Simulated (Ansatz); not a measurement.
Mulliken charges of ClH5N3V, SMILES `[NH]=[V]([NH2])([NH2])[Cl]` from ωB97M-V/def2-TZVPP in Ansatz (PBE0-D4/def2-TZVP geometry).

```csv
atom,x (Å),y (Å),z (Å),charge (e)
N1,-1.542,0.527,-0.413,-0.460
V2,-0.007,0.068,-0.412,0.823
N3,0.002,-1.646,0.209,-0.367
N4,0.863,1.233,0.687,-0.367
Cl5,0.885,0.133,-2.414,-0.286
H6,-2.462,0.848,-0.687,0.142
H7,-0.802,-2.183,0.492,0.140
H8,0.864,-2.136,0.409,0.118
H9,0.451,2.005,1.186,0.140
H10,1.832,1.100,0.946,0.118
```

Task: By hand: the dipole of these point charges (1 e Å = 4.8032 D).

Result: Σ q r = (0.052, -0.100, 0.510) e Å, of length 0.522 e Å = 2.51 D.

Task: How does the dipole of the full density compare? (Estimate.)

Result: Computed: (-0.158, -0.062, 0.662) e Å, 3.28 D; the point charges give 0.77 times that, at 20° from its direction.

Point charges leave out the atoms' own dipoles, such as those of lone pairs, and Mulliken's split depends on the basis, so the two needn't agree.
